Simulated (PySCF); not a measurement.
Compound: C8H13NO.
Geometry (PBE0-D3(BJ)/def2-SVP, Å), atoms numbered from 1 in this order:
```xyz
23
C8H13NO angstrom
C     -2.396    1.398    1.496
C     -1.738    1.495    0.340
C     -1.289    0.345   -0.502
C      0.235    0.254   -0.618
N      0.589   -0.722   -1.644
C      1.148   -1.718   -1.091
C      1.318   -1.642    0.399
C      0.936   -0.191    0.692
O      2.118    0.526    0.935
C      1.913    1.794    1.477
H     -2.678    0.424    1.910
H     -2.689    2.284    2.066
H     -1.478    2.493   -0.038
H     -1.682   -0.603   -0.098
H     -1.690    0.443   -1.525
H      0.625    1.238   -0.930
H      1.470   -2.582   -1.688
H      0.666   -2.373    0.906
H      2.350   -1.839    0.729
H      0.259   -0.097    1.562
H      1.341    2.462    0.804
H      1.366    1.745    2.440
H      2.899    2.246    1.653
```

Theory: PBE0-D3(BJ)/def2-SVP geometry optimisation, gas phase in PySCF.

Masses are those of the commonest isotopes; rigid-rotor values at the optimised geometry. The values belong to one conformer with, in the numbering `[CH2:1]=[CH:2][CH2:3][C@@H:4]1[N:5]=[CH:6][CH2:7][C@H:8]1[O:9][CH3:10]`, C1–C2–C3–C4 -116°, C2–C3–C4–N5 -169°, C7–C8–O9–C10 -168°, C3–C4–N5–C6 -113°, N5–C6–C7–C8 -10°, C6–C7–C8–O9 -104°, C3–C4–C8–C7 105°.

**Question.** What are A, B and C (cm⁻¹)?

**Answer.** Ia = 304.30, Ib = 448.88, Ic = 629.22 u·Å²; 505379 MHz·u·Å²/I gives 1661, 1126 and 803.2 MHz, that is A = 0.05540, B = 0.03755, C = 0.02679 cm⁻¹.

**Question.** What kind of rotor is it?

**Answer.** An asymmetric top: κ = (2 × 1126 − 1661 − 803.2)/(1661 − 803.2) = -0.25.

**Question.** Is it planar, by Δ = Ic − Ia − Ib?

**Answer.** Not planar: Δ = Ic − Ia − Ib = -123.96 u·Å². For a rigid frame Δ = −2 Σ m c², so Σ m c² = 61.98 u·Å² lies off the ab plane: 19.25 from hydrogen and 42.74 from heavier atoms. The atom farthest from that plane is 2.11 Å away.

**Question.** Give the other two planar moments, Paa and Pbb, and the rms extents of the mass along the axes.

**Answer.** Paa = Σ m a² = (Ib + Ic − Ia)/2 = 386.90 and Pbb = Σ m b² = (Ia + Ic − Ib)/2 = 242.32 u·Å². With the mass M = 139.10 u, the rms extents √(P/M) along a, b and c are 1.67, 1.32, 0.67 Å.

**Question.** List the rotational levels J(Ka,Kc) to J = 4 (MHz).

**Answer.** Above 0(0,0):
J = 1: 1(0,1) 1929, 1(1,1) 2464, 1(1,0) 2787
J = 2: 2(0,2) 5679, 2(1,2) 5999, 2(1,1) 6967, 2(2,1) 8572, 2(2,0) 8680
J = 3: 3(0,3) 11096, 3(1,3) 11243, 3(1,2) 13155, 3(2,2) 14359, 3(2,1) 14838, 3(3,1) 17900, 3(3,0) 17924
J = 4: 4(0,4) 18095, 4(1,4) 18152, 4(1,3) 21222, 4(2,3) 21989, 4(2,2) 23180, 4(3,2) 25778, 4(3,1) 25935, 4(4,1) 30517, 4(4,0) 30521
Those of J = 1 are B + C, A + C and A + B.

**Question.** Predict some low-J microwave lines.

**Answer.** The dipole components are |μa| = 0.90 D, |μb| = 0.92 D, |μc| = 1.48 D. The squared components, which scale the intensities, stand as 0.37 : 0.38 : 1.00 (a : b : c). Some lines, for components of 0.1 D or more:

```json
{"type": "c", "branch": "Q", "J(Ka,Kc)": "2(1,2) ← 2(0,2)", "MHz": "320", "lower level (cm⁻¹)": "0.189"}
{"type": "a", "branch": "Q", "J(Ka,Kc)": "1(1,0) ← 1(1,1)", "MHz": "323", "lower level (cm⁻¹)": "0.082"}
{"type": "c", "branch": "Q", "J(Ka,Kc)": "1(1,1) ← 1(0,1)", "MHz": "535", "lower level (cm⁻¹)": "0.064"}
{"type": "b", "branch": "Q", "J(Ka,Kc)": "1(1,0) ← 1(0,1)", "MHz": "858", "lower level (cm⁻¹)": "0.064"}
{"type": "a", "branch": "Q", "J(Ka,Kc)": "2(1,1) ← 2(1,2)", "MHz": "968", "lower level (cm⁻¹)": "0.200"}
{"type": "b", "branch": "Q", "J(Ka,Kc)": "2(1,1) ← 2(0,2)", "MHz": "1288", "lower level (cm⁻¹)": "0.189"}
{"type": "c", "branch": "Q", "J(Ka,Kc)": "2(2,1) ← 2(1,1)", "MHz": "1605", "lower level (cm⁻¹)": "0.232"}
{"type": "b", "branch": "Q", "J(Ka,Kc)": "2(2,0) ← 2(1,1)", "MHz": "1713", "lower level (cm⁻¹)": "0.232"}
{"type": "a", "branch": "R", "J(Ka,Kc)": "1(0,1) ← 0(0,0)", "MHz": "1929", "lower level (cm⁻¹)": "0.000"}
{"type": "b", "branch": "Q", "J(Ka,Kc)": "2(2,1) ← 2(1,2)", "MHz": "2573", "lower level (cm⁻¹)": "0.200"}
{"type": "c", "branch": "R", "J(Ka,Kc)": "1(1,0) ← 0(0,0)", "MHz": "2787", "lower level (cm⁻¹)": "0.000"}
{"type": "b", "branch": "R", "J(Ka,Kc)": "2(0,2) ← 1(1,1)", "MHz": "3215", "lower level (cm⁻¹)": "0.082"}
{"type": "a", "branch": "R", "J(Ka,Kc)": "2(1,2) ← 1(1,1)", "MHz": "3535", "lower level (cm⁻¹)": "0.082"}
{"type": "a", "branch": "R", "J(Ka,Kc)": "2(0,2) ← 1(0,1)", "MHz": "3750", "lower level (cm⁻¹)": "0.064"}
{"type": "b", "branch": "R", "J(Ka,Kc)": "2(1,2) ← 1(0,1)", "MHz": "4070", "lower level (cm⁻¹)": "0.064"}
{"type": "a", "branch": "R", "J(Ka,Kc)": "2(1,1) ← 1(1,0)", "MHz": "4181", "lower level (cm⁻¹)": "0.093"}
{"type": "c", "branch": "R", "J(Ka,Kc)": "2(1,1) ← 1(0,1)", "MHz": "5038", "lower level (cm⁻¹)": "0.064"}
{"type": "b", "branch": "R", "J(Ka,Kc)": "2(2,1) ← 1(1,0)", "MHz": "5786", "lower level (cm⁻¹)": "0.093"}
{"type": "c", "branch": "R", "J(Ka,Kc)": "2(2,0) ← 1(1,0)", "MHz": "5893", "lower level (cm⁻¹)": "0.093"}
{"type": "c", "branch": "R", "J(Ka,Kc)": "2(2,1) ← 1(1,1)", "MHz": "6108", "lower level (cm⁻¹)": "0.082"}
{"type": "b", "branch": "R", "J(Ka,Kc)": "2(2,0) ← 1(1,1)", "MHz": "6216", "lower level (cm⁻¹)": "0.082"}
```

**Question.** Estimate the classical rotational partition function at 10 K, 50 K and 100 K.

**Answer.** Point group C1, symmetry number σ = 1; q = (√π/σ)·√((kT/h)³/(ABC)), k/h = 20836.6 MHz/K: 4350 at 10 K, 48600 at 50 K, 138000 at 100 K.

Stationary, but not proved a minimum. These are rigid-rotor constants of the computed structure; measured ground-state constants (B0) also hold zero-point vibration. A rigid rotor knows nothing of internal rotation, which can split or shift real lines. Quadrupole hyperfine structure (14N) is left out.
